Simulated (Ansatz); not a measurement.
(HInSe)4 cubane (In4H4Se4) was relaxed with PBE-D4 (def2-SVP) in Ansatz in these states: charge +1 doublet, neutral singlet. The geometries follow in no particular order.

In the def2 sets In takes a core potential; there is no spin–orbit coupling.

A:

| atom | x (Å) | y (Å) | z (Å) |
| --- | --- | --- | --- |
| In1 | -1.4003 | 0.8709 | -1.4325 |
| H2 | -2.5092 | 1.5600 | -2.5660 |
| Se3 | 1.2622 | 1.1921 | -1.7693 |
| In4 | 1.1985 | 1.5867 | 0.9038 |
| H5 | 2.1489 | 2.8408 | 1.6203 |
| Se6 | -1.4910 | 1.5981 | 1.1693 |
| In7 | -1.1128 | -1.0499 | 1.5589 |
| H8 | -1.9957 | -1.8802 | 2.7919 |
| Se9 | -1.3594 | -1.8011 | -1.0261 |
| In10 | 1.3146 | -1.4077 | -1.0301 |
| H11 | 2.3560 | -2.5206 | -1.8464 |
| Se12 | 1.5882 | -0.9893 | 1.6260 |

B:

```xyz
12

In   -2.1803   -0.4885    0.8377
H    -3.6664   -1.1057    1.4167
Se   -1.4292    2.0334    0.5079
In    0.9531    1.2287    1.5154
H     1.6976    1.9999    2.8559
Se    0.2254   -1.4173    1.7842
In    1.5999   -1.6721   -0.5812
H     2.5529   -3.0524   -0.9147
Se   -1.0024   -1.4765   -1.4388
In   -0.3106    1.1677   -1.8029
H    -0.6540    1.8898   -3.3218
Se    2.2138    0.8930   -0.8584
```

Task: Judge from the bond lengths which geometry belongs to which state (an estimate).

Result: A is the neutral singlet (In4–Se6 2.703 Å, Se9–In10 2.703 Å, In1–Se3 2.703 Å); B is the charge +1 doublet (In4–Se6 2.757 Å, Se9–In10 2.757 Å, In1–Se3 2.652 Å).
